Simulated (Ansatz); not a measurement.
C3H8Cl3NSn, SMILES `CC[N](C)[Sn]([Cl])([Cl])[Cl]`. Total charge 0; spin multiplicity 1. Sn takes the def2 core potential. All single points use the PBE0-D4/def2-TZVP geometry. It is one conformer, not always the lowest.

```xyz
16

C    -0.627    1.716    0.802
C    -0.789    0.214    0.867
N     0.309   -0.508    0.243
C     0.185   -1.947    0.395
Sn    0.965    0.154   -1.529
Cl    2.356    1.976   -1.333
Cl   -0.719    0.766   -3.002
Cl    2.205   -1.516   -2.522
H    -0.686    2.092   -0.226
H     0.327    2.029    1.230
H    -1.432    2.204    1.355
H    -1.760   -0.078    0.436
H    -0.811   -0.102    1.919
H    -0.762   -2.344    0.003
H     1.006   -2.465   -0.100
H     0.234   -2.192    1.462
```

Question: What is the dipole moment at B3LYP/def2-TZVPP? (An estimate is asked.)

Answer: Ansatz gave: 3.31 D, with components (-1.68, -0.82, 2.73) D in this frame, pointing from negative to positive charge.

Question: And with PBE, r2SCAN, ωB97M-V? (Estimate.)

Answer: The calculation gave: PBE 3.33 D, r2SCAN 3.42 D, ωB97M-V 3.18 D.

Question: Give the Mulliken charges with B3LYP, PBE, r2SCAN in def2-TZVPP. (Best estimate.)

Answer: Ansatz gave: 
```tsv
atom	B3LYP	PBE	r2SCAN
C1	-0.26	-0.25	-0.16
C2	-0.02	-0.04	0.06
N3	-0.38	-0.30	-0.37
C4	-0.18	-0.18	-0.06
Sn5	1.11	0.99	1.08
Cl6	-0.32	-0.30	-0.32
Cl7	-0.33	-0.31	-0.33
Cl8	-0.33	-0.30	-0.33
H9	0.08	0.08	0.05
H10	0.10	0.10	0.07
H11	0.09	0.09	0.05
H12	0.07	0.07	0.04
H13	0.07	0.07	0.04
H14	0.09	0.09	0.06
H15	0.11	0.10	0.07
H16	0.09	0.09	0.05
```

B3LYP here is the variant with VWN-RPA as its local correlation; programs differ in this.
